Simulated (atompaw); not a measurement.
**Logarithmic derivatives: tungsten, PAW (atompaw)**

* Element: tungsten
* Generator: atompaw 4.2.0.5
* Type: PAW
* Functional: LDA (PW92)
* Relativity: non-relativistic
* Frozen core: [Xe] 4f14
* Valence charge: 6
* Reference configuration: 5d4 6s1.5 6p0 (charge +0.5)
* Partial waves: 6s (bound): rc 2.80 bohr; 6s channel at 4.65 Ry: rc 2.80 bohr; 6p (bound, empty): rc 3.00 bohr; 6p channel at 1.85 Ry: rc 3.00 bohr; 5d (bound): rc 3.00 bohr; 5d channel at 1.35 Ry: rc 1.85 bohr
* Local potential: troulliermartins scheme with l = 3 at 0 Ry, radius 2.40 bohr
* Core correction: smooth core density matched at 1.90 bohr
* Augmentation charge: sinc compensation charge, radius 2.90 bohr; PAW radius 3.00 bohr; waves and projectors: custom polynom2 7 10 vanderbiltortho

The phase is arctan(r·u′/u) with u = r·R(r), unwrapped; energies in Ry, scanned from -3 to 5 Ry. A pole is an energy at which the radial function vanishes at the test radius. The pseudo phase is shifted by a multiple of π to meet the all-electron one at the reference energy, and phase errors are pseudo minus all-electron; the curves can meet again beyond the range given. Levels narrower than the energy grid can be missing from the lists of poles.

For each channel, where are the poles, and over which energies does the pseudopotential scatter like the atom?

```csv
channel,radius (bohr),reference energy (Ry),"poles, all-electron","poles, pseudo",unbroken range about the reference energy with phases within 0.05 rad,phase error 1 Ry above the reference energy (rad)
s,3.01,-0.58,1.20,"0.40, 1.28",below 0.3,-0.335
p,3.01,-0.30,2.18,"2.06, 2.21",below 2.0,-0.004
d,3.01,-0.69,"-0.39, 4.26","-0.40, 2.62",below 1.7,-0.008
```

Phases in the s channel:

| E (Ry) | all-electron | pseudo |
| --- | --- | --- |
| -3.00 | 1.332 | 1.328 |
| -2.76 | 1.316 | 1.311 |
| -2.52 | 1.296 | 1.291 |
| -2.28 | 1.270 | 1.265 |
| -2.04 | 1.238 | 1.232 |
| -1.80 | 1.193 | 1.188 |
| -1.56 | 1.129 | 1.124 |
| -1.32 | 1.030 | 1.024 |
| -1.08 | 0.857 | 0.851 |
| -0.84 | 0.512 | 0.508 |
| -0.60 | -0.141 | -0.141 |
| -0.36 | -0.788 | -0.792 |
| -0.12 | -1.129 | -1.141 |
| 0.12 | -1.302 | -1.327 |
| 0.36 | -1.403 | -1.494 |
| 0.60 | -1.469 | -4.548 |
| 0.84 | -1.517 | -4.636 |
| 1.08 | -1.555 | -4.682 |
| 1.32 | -1.586 | -4.718 |
| 1.56 | -1.614 | -4.748 |
| 1.80 | -1.639 | -4.775 |
| 2.04 | -1.665 | -4.802 |
| 2.28 | -1.691 | -4.829 |
| 2.52 | -1.719 | -4.858 |
| 2.76 | -1.752 | -4.892 |
| 3.00 | -1.792 | -4.932 |
| 3.24 | -1.844 | -4.985 |
| 3.48 | -1.917 | -5.059 |
| 3.72 | -2.029 | -5.172 |
| 3.96 | -2.226 | -5.370 |
| 4.20 | -2.616 | -5.761 |
| 4.44 | -3.292 | -6.435 |
| 4.68 | -3.880 | -7.021 |
| 4.92 | -4.183 | -7.325 |
